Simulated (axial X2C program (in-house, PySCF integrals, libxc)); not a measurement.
## Spin–orbit effects down a group: molecules with Sb (ions), PBE0

All values come from calculations with an axial X2C code built on PySCF integrals, spin-free (one-electron X2C) or two-component (2c: spin–orbit coupling with atomic mean-field Coulomb and Gaunt terms, which also bring small scalar terms), in Dyall basis sets with cores contracted in-house; open shells are unrestricted.

Basis sets: Br dyall-cv3z, Cl dyall-av3z, F dyall-av3z, Sb dyall-cv3z.

| molecule | spin-free state | Re (Å) | ωe (cm⁻¹) | De (eV) | 2c state | Re 2c (Å) | ωe 2c (cm⁻¹) | De 2c (eV) |
| --- | --- | --- | --- | --- | --- | --- | --- | --- |
| SbF⁺ | M_S = 1/2, Λ = 1 | 1.848 | 723.2 | 4.30 | Ω = 1/2 | 1.851 | 719.3 | n/a |
| SbCl⁺ | M_S = 1/2, Λ = 1 | 2.240 | 451.0 | 3.62 | Ω = 1/2 | 2.243 | 448.5 | n/a |
| SbBr⁺ | M_S = 1/2, Λ = 1 | 2.377 | 316.8 | 3.41 | Ω = 1/2 | 2.380 | 314.5 | n/a |

Work out the shifts from the spin-free to the two-component result.



```csv
molecule,2c state,ΔRe (Å),Δωe (cm⁻¹),ΔDe (eV)
SbF⁺,Ω = 1/2,0.003,-3.9,n/a
SbCl⁺,Ω = 1/2,0.003,-2.5,n/a
SbBr⁺,Ω = 1/2,0.003,-2.3,n/a
```

Shifts of one unit in the last digit are rounding.

Fragments in 2c: Sb+ + F, Sb+ + Cl, Sb+ + Br. Each entry is the lowest single determinant of a limited PBE0 search at one distance. De goes to single-determinant-based atoms at the same level (for ions the charge split of lowest energy) and is withheld (n/a) where an atom does not fit its ground term or J level. Main or longest-lived isotopes. The functionals have no current term, which raises determinants with orbital currents.
